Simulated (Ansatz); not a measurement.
`CC[SiH]([SiH3])Cl`, relaxed with RKS PBE0-D4/def2-TZVP in Ansatz 0.2.0 from a PBE-D4/def2-SVP geometry. The force threshold is 0.005 eV/Å; the program also tests the step.

The species carries charge 0 and has multiplicity 1.

Start:

```xyz
14

C     1.703    0.900    1.316
C     0.443    0.088    0.992
Si    0.017    0.021   -0.851
Si   -1.983   -1.139   -1.273
Cl   -0.263    1.989   -1.540
H     2.602    0.467    0.832
H     1.606    1.946    0.960
H     1.896    0.934    2.408
H    -0.444    0.501    1.521
H     0.542   -0.966    1.338
H     1.165   -0.560   -1.635
H    -1.872   -2.565   -0.794
H    -2.301   -1.145   -2.743
H    -3.111   -0.472   -0.531
```

Question: By how much does the energy fall, and how many steps does the optimiser take? (Best estimate.)

Answer: Computed: 4.83 kJ/mol, in 5 steps.

Question: Which bonds change most? (An estimate is asked.)

Answer: Ansatz gave: Si3–Cl5 from 2.104 to 2.074 Å; C2–Si3 from 1.892 to 1.871 Å; Si4–H12 from 1.508 to 1.490 Å; Si4–H14 from 1.506 to 1.488 Å.

Question: Give the relaxed structure. (Estimate.)

Answer: The calculation gave: 
```xyz
14

C     1.694    0.895    1.303
C     0.433    0.097    0.988
Si    0.008    0.028   -0.832
Si   -1.976   -1.136   -1.265
Cl   -0.246    1.961   -1.539
H     2.568    0.472    0.801
H     1.597    1.932    0.976
H     1.900    0.902    2.376
H    -0.430    0.509    1.523
H     0.534   -0.941    1.328
H     1.145   -0.551   -1.599
H    -1.857   -2.545   -0.797
H    -2.270   -1.136   -2.722
H    -3.101   -0.487   -0.540
```
